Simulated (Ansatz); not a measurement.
`[OH][GeH2][SiH2][SiH3]` + `[CH3][AlH][OH]` → `[CH3][AlH][O][SiH2][SiH3]` + `[OH][GeH3]`  (cleavage of the Si–Ge bond)

Gas-phase electronic energies from Ansatz, PBE0-D4/def2-TZVP geometries. CBS: MP2 limit from def2 TZ/QZ plus the TZ coupled-cluster correction, frozen cores. DFT in def2-TZVPP. For Ge outer-core shells are correlated without core-valence functions, which leaves a few kJ/mol of doubt a bond. Scalar relativity is left out up to krypton. Each species was taken in one conformer, which may not be the lowest.

```tsv
level	ΔE (kJ/mol)
ωB97M-V	-83.5
HF/def2-QZVPP	-113.9
```

**Question.** What does CCSD(T)/CBS give? (Estimate.)

**Answer.** The calculation gave: -80.9 kJ/mol. The listed levels differ from it by -2.6, -33.0 kJ/mol.

Largest T1 diagnostic among the species: 0.013.

In def2-TZVPP, CCSD(T) changes the Hartree–Fock value by +28.7 kJ/mol (the triples alone add +3.8 kJ/mol) and MP2 by +26.0 kJ/mol. From PBE to PBE0 (25 % exact exchange), in def2-TZVPP and without D4, ΔE moves by −8.7 kJ/mol.
